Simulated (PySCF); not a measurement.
C₂H₃F₂, SMILES [CH2]C(F)F, multiplicity 2. Geometry: PBE-D3(BJ)/def2-SVP. The isomer is the one that the SMILES or the coordinates give; other isomers of the formula were not compared.

All values below come from PBE-D3(BJ)/def2-SVP (PySCF).

Harmonic wavenumbers (cm⁻¹): 117, 340, 452, 531, 599, 868, 1006, 1108, 1117, 1307, 1334, 1400, 2969, 3096, 3225. Rotational constants (GHz): 9.578, 9.398, 5.345; symmetry number 1.

Task: Work out the zero-point energy and the ideal-gas rigid-rotor harmonic-oscillator thermochemistry at 298.15 K and 1 atm.

Result: ZPE = ½ Σ hcν = ½ × 19470 cm⁻¹ = 116.45 kJ/mol. H − E(el) = 131.29 kJ/mol. Entropy in J/(mol K): translation 160.82, rotation 100.49, vibration 27.72, spin 5.76, total 294.79. G − E(el) = 43.39 kJ/mol. Cp = 70.66 J/(mol K). Modes under 150 cm⁻¹ make the vibrational entropy uncertain.
